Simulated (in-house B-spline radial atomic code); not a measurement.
Configurations of S VII (S6+), with energies counted from [He] 2s2 2p6. Method: Dirac-Hartree-Fock, average of configuration, Fermi nucleus of rms radius 3.2611 fm. Calculated with a B-spline radial code for spherical atoms. Energies include first-order Breit, QED and recoil terms.

Occupations are held fixed; configurations that lie above the ionisation limit could autoionise.

```csv
configuration,E - E(ref) (eV),highest orbital,its <r> (bohr)
[He] 2s2 (2p1/2)2 (2p3/2)3 5s1,246.16,5s1/2,4.313
[He] 2s2 (2p1/2)2 (2p3/2)3 (5p1/2)1,248.59,5p1/2,4.514
[He] 2s2 (2p1/2)2 (2p3/2)3 (5g9/2)1,252.7,5g9/2,3.928
[He] 2s2 (2p1/2)1 (2p3/2)4 6s1,258.44,6s1/2,6.45
[He] 2s1 2p6 (4f5/2)1,302.43,4f5/2,2.563
[He] 2s1 2p6 (5g7/2)1,317.49,5g7/2,3.928
```

Problem. Order these further configurations by energy, lowest first.
A. [He] 2s2 (2p1/2)2 (2p3/2)3 (5f7/2)1
B. [He] 2s1 2p6 (5d3/2)1
C. [He] 2s2 (2p1/2)2 (2p3/2)3 (6f5/2)1
D. [He] 2s1 2p6 (5p1/2)1
E. [He] 2s1 2p6 (4d3/2)1

Solution. A (252.66 eV), C (260.82 eV), E (300.72 eV), D (313.43 eV), B (316.55 eV).

Problem. How far above the reference does [He] 2s2 (2p1/2)1 (2p3/2)4 4s1 lie?

Solution. 225.43 eV; its least bound orbital is 4s1/2 with <r> = 2.604 bohr.
